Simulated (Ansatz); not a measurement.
LaF, closed-shell singlet (the spin of the measured ground state), most abundant isotopes (138.9064 and 18.9984 u). Constants from fifth-degree fits in 1/R to seven points on the lowest solution found; no spin–orbit coupling, no relativity up to Kr; ω_e x_e and α_e move by some per cent with the fit.

Correlated levels freeze the inner cores; with def2 sets outer-core shells near the valence are correlated too.

Run with Ansatz (a quantum-chemistry and plane-wave program) with Gaussian orbitals.  In def2 rows elements past Kr take small-core potentials, without spin–orbit coupling.

Total energies (hartree; each atom in its lowest state at that level) and vibrational constants (cm⁻¹):

```
level               E(LaF) at r_e       E(La)        E(F)  ω_e  ω_e x_e
------------------  -------------  ----------  ----------  ---  -------
wB97M-V/def2-TZVPP    -131.379102  -31.388167  -99.745271  570      2.0
CCSD(T)/def2-QZVPP    -131.246268  -31.350161  -99.651180  571      2.1
CCSD(T)/def2-TZVPP    -131.169292  -31.305219  -99.625056  569      2.0
```

**Question.** Work out D_e and D₀ in eV.

**Answer.** 
D_e = E(La) + E(F) − E(molecule), times 27.2114 eV; D₀ = D_e − (ω_e/2 − ω_e x_e/4)/8065.54.
- wB97M-V/def2-TZVPP: D_e = 6.685, zero point 0.035, D₀ = 6.650 eV
- CCSD(T)/def2-QZVPP: D_e = 6.665, zero point 0.035, D₀ = 6.630 eV
- CCSD(T)/def2-TZVPP: D_e = 6.504, zero point 0.035, D₀ = 6.469 eV
No counterpoise correction is made.

Doubts at one or more of the structures used: a restricted determinant that unrestricted orbitals would lower (CCSD(T)/def2-QZVPP, CCSD(T)/def2-TZVPP).
